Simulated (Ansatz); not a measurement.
BFH$_{5}$NSi, SMILES `N[SiH2]BF` from Hartree–Fock to CCSD(T)

```xyz
9

N    -1.019    1.126    0.325
Si    0.074   -0.169    0.646
B     0.707   -0.904   -1.142
F     1.360   -2.054   -1.186
H    -1.500    1.589    1.079
H    -0.810    1.775   -0.415
H    -0.646   -1.203    1.442
H     1.287    0.192    1.452
H     0.547   -0.353   -2.202
```

Charge 0, multiplicity 1. Geometry: relaxed with PBE0-D4/def2-TZVP. It is one conformer, not always the lowest. Frozen core, restricted reference, the Gaussian-basis code of Ansatz. CBS rows extrapolate triple and quadruple zeta; past MP2 they add the triple-zeta difference.

| basis | HF (Eh) | MP2 corr. | CCSD corr. | (T) | CCSD(T) total |
| --- | --- | --- | --- | --- | --- |
| def2-SVP | -470.23734 | -0.53466 | -0.57780 | -0.01281 | -470.82795 |
| def2-TZVPP | -470.56765 | -0.68415 | -0.72139 | -0.02382 | -471.31286 |
| def2-QZVPP | -470.58543 | -0.73982 | – | – | – |
| CBS(def2) | -470.58788 | -0.78106 | -0.81831 | as TZ | -471.43001 |
